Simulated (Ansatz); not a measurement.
`[CH3][GeH]([SiH3])[SH]`, relaxed with RKS PBE-D4/def2-SVP in Ansatz 0.2.0 from a rough embedded geometry. The force threshold is 0.03 eV/Å; the program also tests the step.

Total charge 0; spin multiplicity 1.

Start:

```xyz
12

C    -1.047   -1.076    1.053
Ge   -0.595    0.162   -0.306
Si    1.666    0.090   -0.594
S    -1.112    2.199    0.325
H    -0.590   -0.819    2.041
H    -0.804   -2.139    0.788
H    -2.174   -1.072    1.231
H    -1.265   -0.225   -1.612
H     2.098   -1.315   -1.031
H     2.369    0.415    0.643
H     2.080    1.029   -1.664
H    -0.626    2.751   -0.873
```

(1) How much energy does the relaxation release, and in how many steps? (Best estimate.)

(2) Which bonds change most? (An estimate is asked.)

(3) Give the relaxed structure. (An estimate is asked.)

## Answers

(1) Computed: 6.85 kcal/mol, in 4 steps.

(2) The calculation gave: Ge2–Si3 from 2.281 to 2.397 Å; C1–Ge2 from 1.894 to 1.967 Å; Ge2–S4 from 2.194 to 2.265 Å; Si3–H10 from 1.460 to 1.505 Å.

(3) Computed: 
```xyz
12

C    -1.155   -1.095    1.115
Ge   -0.578    0.095   -0.341
Si    1.797    0.070   -0.664
S    -1.169    2.174    0.334
H    -0.641   -0.821    2.056
H    -0.906   -2.145    0.863
H    -2.249   -1.012    1.263
H    -1.343   -0.259   -1.654
H     2.268   -1.295   -1.099
H     2.479    0.429    0.629
H     2.194    1.070   -1.717
H    -0.696    2.789   -0.786
```
